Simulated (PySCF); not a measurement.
Predicted microwave data (PySCF, PBE0-D3(BJ)/def2-SVP geometry optimisation, gas phase, def2 core potentials past Kr) for one isomer of C3H3IO:

```
Rotational constants : A = 9935, B = 1176, C = 1085 MHz
Dipole components    : |μa| = 0.37 D, |μb| = 0.12 D, |μc| = 1.18 D
Inertial defect      : -14.97 u·Å²
κ                    : -0.98
```

Question: Which structure is it? (One computed conformer of each.)
A. `[CH2:1]=[CH:2][C:3](=[O:4])[I:5]` with C1–C2–C3–O4 1°
B. `C(=C(C)I)=O`
C. `[OH:1][C@H:2]1[CH:3]=[C:4]1[I:5]` with H–O1–C2–C3 -175°

Answer: C. It is O[C@H]1C=C1I, a near-prolate asymmetric top, point group C1. The candidates at the same level (rigid rotor, commonest isotopes):

```tsv
SMILES	A (MHz)	B (MHz)	C (MHz)	μa (D)	μb (D)	μc (D)	Δ (u·Å²)	point group	rotor
O[C@H]1C=C1I	9935	1176	1085	0.37	0.12	1.18	-14.97	C1	near-prolate asymmetric top
CC(I)=C=O	4980	1582	1210	0.16	1.64	0.00	-3.21	Cs	asymmetric top
C=CC(=O)I	8496	1296	1124	2.38	2.16	0.00	-0.01	Cs	near-prolate asymmetric top
```

`CC(I)=C=O` has A 50 % too low; `C=CC(=O)I` has A 14 % too low. No structure here is proved a minimum.
